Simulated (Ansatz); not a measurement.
```yaml
atoms:
  - { symbol: C, position_ang: [0.0811, -0.0141, -0.6705] }
  - { symbol: O, position_ang: [0.0237, -0.0937, 0.6556] }
  - { symbol: H, position_ang: [-0.0319, 0.8123, 1.0183] }
  - { symbol: H, position_ang: [0.0846, -1.0133, -1.1106] }
  - { symbol: H, position_ang: [-0.4309, 0.8418, -1.2370] }
```

Basis set: def2-TZVP (spherical functions). Frozen core: 2 orbitals. Charge 0, multiplicity 2.

Computed with Ansatz (development build ahead of 0.2.0); each method stands on the lowest determinant of its kind that the runs found.

The atomization energy at this shape (free ground-state atoms in the same class of orbitals less the molecule, no zero-point energy) of doublet CH₃O:

```tsv
method	atomization energy
UHF	284.52 kcal/mol
```

What does UHF-MP2 give?

394.95 kcal/mol.
